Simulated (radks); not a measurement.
O4+, 4 electrons, occupied as 1s1.75 2s2 3d0.25 (fractional occupations, a model configuration).

Method: non-relativistic Kohn-Sham, exchange-only LDA, spin-polarised, spherical densities, point nucleus; open shells are filled with parallel spins first; computed with a radial shooting solver on a logarithmic mesh with Libxc functionals.

Energy parts (hartree):
| part | energy |
|---|---|
| total | -62.05235 |
| kinetic | 62.05235 |
| electron-nucleus | -134.12324 |
| Hartree | 14.63775 |
| exchange | -4.61921 |

Orbitals (lengths in bohr, moments of r in powers of bohr; <r^-3> diverges for s and p1/2; r(max) is where P^2 peaks):
[
 {"orbital": "1s up", "occ.": "1", "eigenvalue (hartree)": "-23.48881", "<r^-3>": "-", "r(max)": "0.1289", "<1/r>": "7.678"},
 {"orbital": "1s down", "occ.": "0.75", "eigenvalue (hartree)": "-23.24905", "<r^-3>": "-", "r(max)": "0.1293", "<1/r>": "7.652"},
 {"orbital": "2s up", "occ.": "1", "eigenvalue (hartree)": "-3.88710", "<r^-3>": "-", "r(max)": "0.7676", "<1/r>": "1.604"},
 {"orbital": "2s down", "occ.": "1", "eigenvalue (hartree)": "-3.85893", "<r^-3>": "-", "r(max)": "0.7697", "<1/r>": "1.605"},
 {"orbital": "2p up", "occ.": "0", "eigenvalue (hartree)": "-3.43568", "<r^-3>": "10.89", "r(max)": "0.6399", "<1/r>": "1.550"},
 {"orbital": "2p down", "occ.": "0", "eigenvalue (hartree)": "-3.40727", "<r^-3>": "10.72", "r(max)": "0.6433", "<1/r>": "1.544"},
 {"orbital": "3s up", "occ.": "0", "eigenvalue (hartree)": "-1.38586", "<r^-3>": "-", "r(max)": "2.187", "<1/r>": "0.6169"},
 {"orbital": "3s down", "occ.": "0", "eigenvalue (hartree)": "-1.32047", "<r^-3>": "-", "r(max)": "2.173", "<1/r>": "0.6190"},
 {"orbital": "3d up", "occ.": "0.25", "eigenvalue (hartree)": "-1.13088", "<r^-3>": "0.3358", "r(max)": "1.787", "<1/r>": "0.5590"},
 {"orbital": "3d down", "occ.": "0", "eigenvalue (hartree)": "-1.07702", "<r^-3>": "0.3530", "r(max)": "1.741", "<1/r>": "0.5681"}
]

The highest occupied level is 3d up at -30.773 eV. The configuration is held as typed, so some empty levels lie below it. Virial ratio -V/T = 2.00000. The electron density at the nucleus is 287.5 e/bohr^3. The spin density at the nucleus is 38.31 e/bohr^3 (1s 38.31, 2s -0.01), a Fermi contact field of 2.01e+03 T. Spin moment in Bohr magnetons: 0.5. The density falls to 0.001 e/bohr^3 at r = 2.63 bohr.
